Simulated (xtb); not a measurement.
C6H12O3, triplet, at the geometry of the source list (a higher spin typed on purpose: for a closed-shell molecule this is an excited state). Base run: GFN0-xTB (xtb).

The xtb input:
```
$ xtb mol.xyz --gfn 0 --uhf 2 --json

# file mol.xyz
21

C      3.14610000     1.08270000     0.21070000
O      2.18850000     0.09440000     0.48860000
C      0.94080000     0.36990000    -0.09480000
C     -0.04980000    -0.72150000     0.32480000
C      0.40140000    -2.09790000    -0.13270000
O     -1.32670000    -0.45940000    -0.26930000
C     -2.10780000     0.45840000     0.30800000
C     -3.41360000     0.58520000    -0.43330000
O     -1.80060000     1.08720000     1.28570000
H      2.83200000     2.06110000     0.59500000
H      3.32450000     1.17160000    -0.86900000
H      4.06360000     0.77410000     0.70670000
H      1.02230000     0.38870000    -1.19430000
H      0.56490000     1.34810000     0.24130000
H     -0.15510000    -0.68790000     1.41630000
H     -0.32320000    -2.85000000     0.16750000
H      0.49820000    -2.11360000    -1.21490000
H      1.36450000    -2.31720000     0.31780000
H     -3.21760000     0.88920000    -1.45840000
H     -4.04280000     1.31850000     0.06010000
H     -3.90970000    -0.38160000    -0.45580000
```

Each row names what was changed in the base input (with any setting that the change needs).

| change | ΔE vs base (kJ/mol) |
|---|---|
| base | 0.00 |
| etemp = 10000 | -258.4 |
| etemp = 1000 | -6.07 |
| acc = 30 | 0.00 |
| acc = 0.1 | 0.00 |
| acc = 1000 | 0.00 |
